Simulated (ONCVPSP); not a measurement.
**Logarithmic derivatives: beryllium (Be), ONCV**

| Quantity | Value |
| --- | --- |
| Element | beryllium |
| Generator | ONCVPSP 4.0.1 |
| Type | optimised norm-conserving Vanderbilt (ONCV) |
| Functional | PBE |
| Relativity | scalar-relativistic |
| Frozen core | [He] |
| Valence charge | 2 |
| Reference configuration | 2s2 |
| Partial waves | 2s: rc 1.55 bohr, ncon 5, nbas 9, qcut 5.4 1/bohr, 2 projectors, debl 4 Ha; p scattering state at 0.1 Ha: rc 1.35 bohr, ncon 5, nbas 8, qcut 6.9 1/bohr, 3 projectors, debl 2 Ha; d scattering state at 0.44 Ha: rc 1.65 bohr, ncon 4, nbas 9, qcut 6.3 1/bohr, 2 projectors, debl 3.9 Ha |
| Local potential | polynomial inside 1.20 bohr (lpopt 5, dvloc0 0 Ha) |
| Core correction | Teter function, fcfact 3.75, rcfact 1.3 |

The phase is arctan(r·R′/R) of the radial function R(r), unwrapped; energies in Ha, scanned from -2 to 5 Ha. A pole is an energy at which the radial function vanishes at the test radius. The pseudo phase is shifted by a multiple of π to meet the all-electron one at the reference energy, and phase errors are pseudo minus all-electron; the curves can meet again beyond the range given. Levels narrower than the energy grid can be missing from the lists of poles.

| channel | radius (bohr) | reference energy (Ha) | poles, all-electron | poles, pseudo | unbroken range about the reference energy with phases within 0.05 rad | phase error 1 Ha above the reference energy (rad) |
| --- | --- | --- | --- | --- | --- | --- |
| s | 1.57 | -0.21 | 2.76 | 2.75 | the whole range | -0.003 |
| p | 1.37 | 0.10 | 2.67 | 2.67 | the whole range | -0.000 |
| d | 1.68 | 0.44 | 4.39 | 4.39 | the whole range | -0.000 |

Phases in the p channel:

```json
{"E (Ha)": "-1.98", "all-electron": "0.978", "pseudo": "0.978"}
{"E (Ha)": "-1.80", "all-electron": "0.934", "pseudo": "0.934"}
{"E (Ha)": "-1.62", "all-electron": "0.882", "pseudo": "0.882"}
{"E (Ha)": "-1.44", "all-electron": "0.820", "pseudo": "0.820"}
{"E (Ha)": "-1.26", "all-electron": "0.744", "pseudo": "0.744"}
{"E (Ha)": "-1.08", "all-electron": "0.650", "pseudo": "0.650"}
{"E (Ha)": "-0.90", "all-electron": "0.535", "pseudo": "0.535"}
{"E (Ha)": "-0.72", "all-electron": "0.391", "pseudo": "0.391"}
{"E (Ha)": "-0.54", "all-electron": "0.217", "pseudo": "0.217"}
{"E (Ha)": "-0.36", "all-electron": "0.014", "pseudo": "0.014"}
{"E (Ha)": "-0.18", "all-electron": "-0.207", "pseudo": "-0.207"}
{"E (Ha)": "0.00", "all-electron": "-0.426", "pseudo": "-0.426"}
{"E (Ha)": "0.18", "all-electron": "-0.626", "pseudo": "-0.626"}
{"E (Ha)": "0.36", "all-electron": "-0.796", "pseudo": "-0.796"}
{"E (Ha)": "0.54", "all-electron": "-0.936", "pseudo": "-0.936"}
{"E (Ha)": "0.72", "all-electron": "-1.050", "pseudo": "-1.050"}
{"E (Ha)": "0.90", "all-electron": "-1.142", "pseudo": "-1.142"}
{"E (Ha)": "1.08", "all-electron": "-1.218", "pseudo": "-1.218"}
{"E (Ha)": "1.26", "all-electron": "-1.281", "pseudo": "-1.281"}
{"E (Ha)": "1.44", "all-electron": "-1.335", "pseudo": "-1.335"}
{"E (Ha)": "1.62", "all-electron": "-1.381", "pseudo": "-1.381"}
{"E (Ha)": "1.80", "all-electron": "-1.422", "pseudo": "-1.422"}
{"E (Ha)": "1.98", "all-electron": "-1.458", "pseudo": "-1.458"}
{"E (Ha)": "2.16", "all-electron": "-1.490", "pseudo": "-1.490"}
{"E (Ha)": "2.34", "all-electron": "-1.520", "pseudo": "-1.520"}
{"E (Ha)": "2.52", "all-electron": "-1.549", "pseudo": "-1.549"}
{"E (Ha)": "2.70", "all-electron": "-1.575", "pseudo": "-1.575"}
{"E (Ha)": "2.88", "all-electron": "-1.601", "pseudo": "-1.601"}
{"E (Ha)": "3.06", "all-electron": "-1.627", "pseudo": "-1.627"}
{"E (Ha)": "3.24", "all-electron": "-1.652", "pseudo": "-1.652"}
{"E (Ha)": "3.42", "all-electron": "-1.678", "pseudo": "-1.678"}
{"E (Ha)": "3.60", "all-electron": "-1.705", "pseudo": "-1.705"}
{"E (Ha)": "3.78", "all-electron": "-1.734", "pseudo": "-1.734"}
{"E (Ha)": "3.96", "all-electron": "-1.764", "pseudo": "-1.764"}
{"E (Ha)": "4.14", "all-electron": "-1.798", "pseudo": "-1.798"}
{"E (Ha)": "4.32", "all-electron": "-1.836", "pseudo": "-1.836"}
{"E (Ha)": "4.50", "all-electron": "-1.879", "pseudo": "-1.879"}
{"E (Ha)": "4.68", "all-electron": "-1.930", "pseudo": "-1.930"}
{"E (Ha)": "4.86", "all-electron": "-1.992", "pseudo": "-1.992"}
```
